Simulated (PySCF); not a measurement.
Species: 4H-thiopyran-4-one, C5H4OS.
Geometry (PBE0-D3(BJ)/def2-SVP, Å), atoms numbered from 1 in this order:
```
atom  x, y, z in Å
O1    -0.0827    2.3830   -0.1411
C2    -0.0359    1.1648   -0.0768
C3    -1.2543    0.3435   -0.0885
C4    -1.2891   -1.0045   -0.0225
S5     0.0845   -2.0431    0.0899
C6     1.3757   -0.8987    0.0900
C7     1.2403    0.4426    0.0167
H8    -2.1932    0.8991   -0.1569
H9    -2.2354   -1.5522   -0.0362
H10    2.3603   -1.3698    0.1571
H11    2.1348    1.0707    0.0249
```

Computed with PySCF at PBE0/pcSseg-1 and CAM-B3LYP/def2-SVPD, non-relativistic, on one gas-phase PBE0-D3(BJ)/def2-SVP geometry that isn't relaxed in the solvent. The solvent is an IEF-PCM continuum (cavity from Bondi-type radii × 1.2). Specific hydrogen bonds and non-electrostatic terms are outside this model.

Gas phase at PBE0/pcSseg-1: HOMO -7.05 eV, LUMO -1.64 eV, dipole 3.89 D.

Q: What does the continuum do to the energy, the frontier levels and the dipole at PBE0/pcSseg-1 in chloroform and acetonitrile?

A: 
| solvent | ε | E(solvent) − E(gas) (kcal/mol) | polarisation term (kcal/mol) | distortion of the solute (kcal/mol) | HOMO (eV) | LUMO (eV) | dipole (D) |
| --- | --- | --- | --- | --- | --- | --- | --- |
| chloroform | 4.711 | -5.73 | -6.71 | 0.98 | -7.01 | -1.59 | 5.07 |
| acetonitrile | 35.69 | -7.93 | -9.88 | 1.95 | -7.01 | -1.59 | 5.58 |

The polarisation term is half the interaction of the solute with the surface charges that it induces; the rest is the cost of distorting the solute's density. The sum is the electrostatic part of solvation alone. From chloroform to acetonitrile the lowering changes by a factor 1.38, Onsager's factor (ε − 1)/(2ε + 1) by 1.35 and ε itself by 7.6.

Q: Which radius a makes the point-dipole formula ΔE = −[(ε − 1)/(2ε + 1)]·μ²/a³ give the value in acetonitrile, with the gas-phase dipole?

A: μ = 1.529 au and |ΔE| = 0.01264 Eh give a = 2.36 Å; the farthest nucleus lies 2.70 Å from the centroid of the nuclei, so such a sphere wouldn't even hold the nuclei. The formula assumes a rigid point dipole at the centre of a sphere.

Q: Give the dipole vector in the frame of the coordinates (D, pointing from negative to positive charge), gas and acetonitrile.

A: Gas (0.15, -3.88, 0.20), solvent (0.21, -5.57, 0.29). Its length changes by +44 % and its direction by less than 1°.

Q: Which IAO charges (PBE0/pcSseg-1) respond most in acetonitrile (means over atoms taken as equivalent)?

A: 
```tsv
atoms	environment	gas (e)	solvent (e)	change
O1	carbonyl oxygen	-0.459	-0.529	-0.070
S5	ring sulfur	+0.345	+0.369	+0.024
H9/H10	hydrogen on carbon	+0.180	+0.201	+0.021
C3/C7	unsaturated ring CH carbon	-0.200	-0.214	-0.014
C4/C6	unsaturated ring CH carbon	-0.267	-0.257	+0.010
H8/H11	hydrogen on carbon	+0.177	+0.181	+0.004
C2	ring carbonyl carbon	+0.333	+0.336	+0.003
```

Q: How do the nuclear quadrupole coupling constants eQVzz/h respond in acetonitrile?

A: 
| nucleus | Q (barn) | gas (MHz) | solvent (MHz) | η gas | η solvent |
| --- | --- | --- | --- | --- | --- |
| 17O at O1 | -0.0256 | 11.48 | 10.74 | 0.23 | 0.09 |
| 33S at S5 | -0.06781 | -30.60 | -29.80 | 0.79 | 0.72 |

Gas phase at CAM-B3LYP/def2-SVPD: HOMO -8.22 eV, LUMO -0.65 eV, dipole 4.17 D.

Q: What does the continuum do to the energy, the frontier levels and the dipole at CAM-B3LYP/def2-SVPD in chloroform and acetonitrile?

A: 
| solvent | ε | E(solvent) − E(gas) (kcal/mol) | polarisation term (kcal/mol) | distortion of the solute (kcal/mol) | HOMO (eV) | LUMO (eV) | dipole (D) |
| --- | --- | --- | --- | --- | --- | --- | --- |
| chloroform | 4.711 | -6.28 | -7.50 | 1.22 | -8.17 | -0.59 | 5.53 |
| acetonitrile | 35.69 | -8.74 | -11.19 | 2.45 | -8.17 | -0.59 | 6.13 |

Q: How does the static polarisability (CAM-B3LYP/def2-SVPD, frozen core, with the continuum's full static response) change?

A: 
| medium | isotropic (au) | principal values (au) | ⟨r²⟩ of the electrons (bohr²) |
| --- | --- | --- | --- |
| gas | 80.6 | 47.7, 80.5, 113.7 | 811.6 |
| chloroform | 104.9 | 59.1, 101.8, 154.0 | 812.0 |
| acetonitrile | 116.6 | 66.0, 111.4, 172.4 | 812.1 |

The isotropic value in acetonitrile is 1.45 times the gas-phase one; no cavity-field correction is applied. ⟨r²⟩ is taken about the centre of nuclear charge.
